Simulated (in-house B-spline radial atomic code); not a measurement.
## LC-wPBE excitations of In II (In+)

Method: LC-wPBE. Computed with an all-electron radial atomic-structure program (B-spline basis): linear response of the closed shell [Kr] 4d10 5s2 with the functional's adiabatic kernel; scalar-relativistic (spin-free one-electron X2C), finite nucleus, no spin-orbit coupling, no double excitations, S, P, D and F terms only; shells from n = 3 respond. Only terms of natural parity with L up to 3 were computed.

Command:
```bash
python run_td.py task.json out
```
Settings (radii: box in bohr, nucleus in fm):
```
Z                        49
electrons                48
configuration            [Kr] 4d10 5s2
hamiltonian              x2c
method                   lc_wpbe
box_radius               41.61
rms_radius               4.6156
intervals                74
```

Cost of the run: 2.3 s on 1 thread of AMD EPYC 9R45 96-Core Processor (Zen 5) (shared host).

The lowest states, in the order of their Tamm-Dancoff energies; the method's threshold (minus the highest occupied level) is 18.153 eV. Labels give the largest channel, * marks a mixed state, and oscillator strengths are full-response dipole values. Measured ¹D terms are left out, since they can mix with doubly excited terms. Semilocal kernels can invert the small singlet-triplet splittings of Rydberg terms. Energies in eV:

```tsv
state	full response	Tamm-Dancoff	oscillator strength	measured (J-weighted term)
5s → 5p 3P	4.684	4.971	-	5.531
5s → 5p 1P	7.272	7.552	1.54	7.816
5s → 6s 3S	11.164	11.169	-	11.645
5s → 6s 1S	11.594	11.616	-	12.030
5s → 5d 3D	?	?	-	?
5s → 5d 1D	12.432	12.437	-	-
5s → 6p 3P	?	?	-	?
5s → 6p 1P	12.994	13.026	4.35e-05	13.611
5s → 7s 3S	14.415	14.417	-	-
5s → 7s 1S	14.541	14.548	-	-
```

Q: Where does 5s → 6p 3P lie?

A: At 12.772 eV in full response, 12.785 eV in Tamm-Dancoff; measured 13.409 eV.

Q: Where does 5s → 5d 3D lie?

A: At 12.207 eV in full response, 12.214 eV in Tamm-Dancoff; measured 12.674 eV.

Q: How large is the singlet-triplet splitting of 5s → 5p (P terms) in Tamm-Dancoff?

A: 2.58 eV, from the unrounded values.

Q: What polarisabilities and dispersion coefficient does the method give?

A: Dipole 26.47 bohr³, quadrupole 125.5 bohr⁵, C6 185.6 hartree·bohr⁶ for two such species.
